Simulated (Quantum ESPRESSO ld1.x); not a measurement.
Values are calculated unless marked as measured or tabulated.
Question: Ta XLIX, 25 electrons, occupied as [Ar] 3d7. Code: ld1.x of Quantum ESPRESSO 7.5. Model: scalar-relativistic Kohn-Sham, LDA (Slater exchange, Perdew-Zunger correlation), spin-polarised, spherical densities, point nucleus; open shells are filled with parallel spins first. Some entries of the table are withheld. Estimate them.

orbital,occ.,eigenvalue (eV),<r^2> (bohr^2)
1s up,1,-70076.0,0.0004790
1s down,1,-70075.5,0.0004790
2s up,1,-14272.6,0.007324
2s down,1,-14259.2,0.007317
2p up,3,(1),0.006027
2p down,3,(2),0.006019
3s up,1,-5127.48,0.04465
3s down,1,-5113.01,0.04475
3p up,3,-4704.26,0.04442
3p down,3,-4689.73,0.04454
3d up,5,-4252.55,(3)
3d down,2,-4234.74,(4)

Answer: 
(1) 2p up eigenvalue (eV): -12855.3
(2) 2p down eigenvalue (eV): -12844.3
(3) 3d up <r^2> (bohr^2): 0.03564
(4) 3d down <r^2> (bohr^2): 0.03577
